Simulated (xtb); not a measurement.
xtb input for MoOCl4, SMILES [O]=[Mo]([Cl])([Cl])([Cl])[Cl], multiplicity 1, GFN2-xTB. 

```
$ xtb mol.xyz --gfn 2 --sp --chrg 0 --uhf 0 --json
$ cat mol.xyz
6

Mo     0.00000000     0.00000000     0.25547325
O      0.00000001     0.00000001     1.88496205
Cl    -0.00000002    -0.00000001    -1.95834218
Cl    -1.93769741    -1.11873012     0.14671069
Cl     0.00000001     2.23746025     0.14671066
Cl     1.93769741    -1.11873013     0.14671067
```

It prints:

```
[banner left out]
          |                Calculation Setup                |
           -------------------------------------------------



           -------------------------------------------------
          |                 G F N 2 - x T B                 |
           -------------------------------------------------

        Reference                      10.1021/acs.jctc.8b01176
      * Hamiltonian:
        H0-scaling (s, p, d)           1.850000    2.230000    2.230000
        zeta-weighting                 0.500000
      * Dispersion:
        s8                             2.700000
        a1                             0.520000
        a2                             5.000000
        s9                             5.000000
      * Repulsion:
        kExp                           1.500000    1.000000
        rExp                           1.000000
      * Coulomb:
        alpha                          2.000000
        third order                    shell-resolved
        anisotropic                    true
        a3                             3.000000
        a5                             4.000000
        cn-shift                       1.200000
        cn-exp                         4.000000
        max-rad                        5.000000


          ...................................................
          :                      SETUP                      :
          :.................................................:
          :  # basis functions                  54          :
          :  # atomic orbitals                  49          :
          :  # shells                           17          :
          :  # electrons                        40          :
          :  max. iterations                   250          :
          :  Hamiltonian                  GFN2-xTB          :
          :  restarted?                      false          :
          :  GBSA solvation                  false          :
          :  PC potential                    false          :
          :  electronic temp.          300.0000000     K    :
          :  accuracy                    1.0000000          :
          :  -> integral cutoff          0.2500000E+02      :
          :  -> integral neglect         0.1000000E-07      :
          :  -> SCF convergence          0.1000000E-05 Eh   :
          :  -> wf. convergence          0.1000000E-03 e    :
          :  Broyden damping             0.4000000          :
          :  net charge                          0          :
          :  unpaired electrons                  0          :
          ...................................................

 iter      E             dE          RMSdq      gap      omega  full diag
   1    -24.4102321 -0.244102E+02  0.765E+00    2.80       0.0  T
   2    -24.3294066  0.808255E-01  0.765E+00    3.91       1.0  T
   3    -24.5406911 -0.211285E+00  0.232E+00    3.12       1.0  T
   4    -24.5399447  0.746364E-03  0.240E+00    3.17       1.0  T
   5    -24.5421112 -0.216644E-02  0.740E-01    3.14       1.0  T
   6    -24.5422773 -0.166154E-03  0.729E-01    3.12       1.0  T
   7    -24.5424100 -0.132707E-03  0.262E-01    3.16       1.0  T
   8    -24.5424673 -0.572564E-04  0.266E-01    3.16       1.0  T
   9    -24.5426385 -0.171182E-03  0.537E-02    3.15       1.0  T
  10    -24.5426476 -0.912236E-05  0.351E-02    3.15       1.2  T
  11    -24.5426492 -0.156860E-05  0.202E-02    3.16       2.0  T
  12    -24.5426487  0.439387E-06  0.267E-02    3.16       1.5  T
  13    -24.5426500 -0.130528E-05  0.467E-03    3.16       8.7  T
  14    -24.5426501 -0.585315E-07  0.628E-04    3.16      65.0  T
  15    -24.5426501  0.118404E-08  0.746E-04    3.16      54.7  T

   *** convergence criteria satisfied after 15 iterations ***

         #    Occupation            Energy/Eh            Energy/eV
      -------------------------------------------------------------
         1        2.0000           -1.1212863             -30.5118
       ...           ...                  ...                  ...
        14        2.0000           -0.4934282             -13.4269
        15        2.0000           -0.4836063             -13.1596
        16        2.0000           -0.4730485             -12.8723
        17        2.0000           -0.4730485             -12.8723
        18        2.0000           -0.4680786             -12.7371
        19        2.0000           -0.4638704             -12.6226
        20        2.0000           -0.4638704             -12.6226 (HOMO)
        21                         -0.3478707              -9.4660 (LUMO)
        22                         -0.3478707              -9.4660
        23                         -0.3093075              -8.4167
        24                         -0.3093074              -8.4167
        25                         -0.1249043              -3.3988
       ...                                ...                  ...
        49                          0.6766929              18.4138
      -------------------------------------------------------------
                  HL-Gap            0.1159997 Eh            3.1565 eV
             Fermi-level           -0.4058706 Eh          -11.0443 eV

 SCC (total)                   0 d,  0 h,  0 min,  0.022 sec
 SCC setup                      ...        0 min,  0.000 sec (  0.692%)
 Dispersion                     ...        0 min,  0.000 sec (  0.304%)
 classical contributions        ...        0 min,  0.000 sec (  0.133%)
 integral evaluation            ...        0 min,  0.003 sec ( 15.999%)
 iterations                     ...        0 min,  0.012 sec ( 53.628%)
 molecular gradient             ...        0 min,  0.006 sec ( 28.350%)
 printout                       ...        0 min,  0.000 sec (  0.792%)

         :::::::::::::::::::::::::::::::::::::::::::::::::::::
         ::                     SUMMARY                     ::
         :::::::::::::::::::::::::::::::::::::::::::::::::::::
         :: total energy             -24.502418737895 Eh    ::
         :: gradient norm              0.000003057824 Eh/a0 ::
         :: HOMO-LUMO gap              3.156512445165 eV    ::
         ::.................................................::
         :: SCC energy               -24.542643437335 Eh    ::
         :: -> isotropic ES            0.100822090337 Eh    ::
         :: -> anisotropic ES         -0.002746251935 Eh    ::
         :: -> anisotropic XC         -0.002284162459 Eh    ::
         :: -> dispersion             -0.009615298346 Eh    ::
         :: repulsion energy           0.040224699440 Eh    ::
         :: add. restraining           0.000000000000 Eh    ::
         :: total charge               0.000000000000 e     ::
         :::::::::::::::::::::::::::::::::::::::::::::::::::::

           -------------------------------------------------
          |                Property Printout                |
           -------------------------------------------------

    * Orbital Energies and Occupations

         #    Occupation            Energy/Eh            Energy/eV
      -------------------------------------------------------------
         1        2.0000           -1.1212863             -30.5118
       ...           ...                  ...                  ...
         8        2.0000           -0.5324247             -14.4880
         9        2.0000           -0.5221658             -14.2089
        10        2.0000           -0.5221658             -14.2089
        11        2.0000           -0.5043721             -13.7247
        12        2.0000           -0.5043721             -13.7247
        13        2.0000           -0.5021844             -13.6651
        14        2.0000           -0.4934282             -13.4269
        15        2.0000           -0.4836063             -13.1596
        16        2.0000           -0.4730485             -12.8723
        17        2.0000           -0.4730485             -12.8723
        18        2.0000           -0.4680786             -12.7371
        19        2.0000           -0.4638704             -12.6226
        20        2.0000           -0.4638704             -12.6226 (HOMO)
        21                         -0.3478707              -9.4660 (LUMO)
        22                         -0.3478707              -9.4660
        23                         -0.3093075              -8.4167
        24                         -0.3093074              -8.4167
        25                         -0.1249043              -3.3988
        26                         -0.0330532              -0.8994
        27                         -0.0326185              -0.8876
        28                         -0.0326185              -0.8876
        29                         -0.0321022              -0.8735
        30                         -0.0312129              -0.8493
        31                         -0.0312129              -0.8493
       ...                                ...                  ...
        49                          0.6766929              18.4138
      -------------------------------------------------------------
                  HL-Gap            0.1159997 Eh            3.1565 eV
             Fermi-level           -0.4058706 Eh          -11.0443 eV

     #   Z          covCN         q      C6AA      α(0)
     1  42 Mo       4.154     0.926   338.616    37.847
     2   8 O        0.806    -0.467    23.102     6.443
     3  17 Cl       0.960    -0.270   107.766    15.882
     4  17 Cl       0.878    -0.063   101.078    15.381
     5  17 Cl       0.878    -0.063   101.078    15.381
     6  17 Cl       0.878    -0.063   101.078    15.381

 Mol. C6AA /au·bohr⁶  :       4021.538262
 Mol. C8AA /au·bohr⁸  :     228726.031243
 Mol. α(0) /au        :        106.314073


Wiberg/Mayer (AO) data.
largest (>0.10) Wiberg bond orders for each atom

 ---------------------------------------------------------------------------
     #   Z sym  total        # sym  WBO       # sym  WBO       # sym  WBO
 ---------------------------------------------------------------------------
     1  42 Mo   6.921 --     2 O    2.020     4 Cl   1.288     5 Cl   1.288
                             6 Cl   1.288     3 Cl   1.037
     2   8 O    2.319 --     1 Mo   2.020     3 Cl   0.128
     3  17 Cl   1.311 --     1 Mo   1.037     2 O    0.128
     4  17 Cl   1.580 --     1 Mo   1.288
     5  17 Cl   1.580 --     1 Mo   1.288
     6  17 Cl   1.580 --     1 Mo   1.288
 ---------------------------------------------------------------------------

Topologies differ in total number of bonds
Writing topology from bond orders to xtbtopo.mol

molecular dipole:
                 x           y           z       tot (Debye)
 q only:       -0.000      -0.000      -0.270
   full:       -0.000      -0.000      -0.703       1.787
molecular quadrupole (traceless):
                xx          xy          yy          xz          yz          zz
 q only:        3.874       0.000       3.874      -0.000      -0.000      -7.748
  q+dip:        2.220       0.000       2.220      -0.000      -0.000      -4.439
   full:        2.686       0.000       2.686      -0.000      -0.000      -5.372


           -------------------------------------------------
          | TOTAL ENERGY              -24.502418737895 Eh   |
          | GRADIENT NORM               0.000003057824 Eh/α |
          | HOMO-LUMO GAP               3.156512445165 eV   |
           -------------------------------------------------

------------------------------------------------------------------------
------------------------------------------------------------------------
 total:
 SCF:
Note: The following floating-point exceptions are signalling: IEEE_UNDERFLOW_FLAG IEEE_DENORMAL
normal termination of xtb
```

The calculation finished and met its thresholds.

Cost: roughly 0.08 core-seconds.
